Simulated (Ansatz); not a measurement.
Total energies of Si(vinyl)(NCO)3 (C₅H₃N₃O₃Si) from Ansatz at PBE0-D4/def2-TZVP, gas phase (1 Eh = 27.2114 eV = 2625.5 kJ/mol). The reference geometry is relaxed at PBE-D4/def2-SVP.

```xyz
15

Si   -0.2542    0.0713    0.1252
C     1.3158    1.0082   -0.1631
C     2.3926    0.4744   -0.7738
H     1.3597    2.0568    0.1840
H     2.3940   -0.5681   -1.1357
H     3.3181    1.0523   -0.9381
N    -1.5802    0.8196   -0.6723
C    -2.4465    1.3885   -1.2975
O    -3.2968    1.9417   -1.9007
N    -0.6429    0.0111    1.7982
C    -0.8846   -0.0606    2.9818
O    -1.1211   -0.1250    4.1362
N    -0.0883   -1.5356   -0.4655
C    -0.1955   -2.7008   -0.7796
O    -0.2701   -3.8339   -1.0991
```

```json
{"state": "charge 0 singlet", "geometry": "reference", "energy (Eh)": "-871.38040"}
{"state": "charge 1 doublet", "geometry": "reference", "energy (Eh)": "-871.00380"}
{"state": "charge 1 doublet", "geometry": "relaxed at PBE-D4/def2-SVP", "energy (Eh)": "-871.00687"}
{"state": "free Si atom (triplet)", "geometry": "–", "energy (Eh)": "-289.24943"}
{"state": "free C atom (triplet)", "geometry": "–", "energy (Eh)": "-37.80537"}
{"state": "free H atom (doublet)", "geometry": "–", "energy (Eh)": "-0.50104"}
{"state": "free N atom (quartet)", "geometry": "–", "energy (Eh)": "-54.54382"}
{"state": "free O atom (triplet)", "geometry": "–", "energy (Eh)": "-75.01860"}
```

Task: Work out the vertical ionisation energy to the doublet.

Result: E(charge 1 doublet) − E(charge 0 singlet) = -871.00380 − (-871.38040) = 0.37660 Eh = 10.25 eV. For comparison, −ε of the highest occupied level is 8.59 eV at this level, 1.66 eV less.

Task: How much does the charge 1 doublet relax, and what is the adiabatic ionisation energy?

Result: Relaxation: -871.00380 − (-871.00687) = 0.00307 Eh = 0.08 eV. Adiabatic ionisation energy: 0.37353 Eh = 10.16 eV, without zero-point energy. 

Task: What is the binding energy per atom against free atoms?

Result: Atoms: 1 × (-289.24943) + 5 × (-37.80537) + 3 × (-0.50104) + 3 × (-54.54382) + 3 × (-75.01860) = -868.46666 Eh. Binding: -868.46666 − (-871.38040) = 2.91374 Eh = 79.29 eV, or 5.29 eV for each of 15 atoms (no zero-point energy, no counterpoise term).
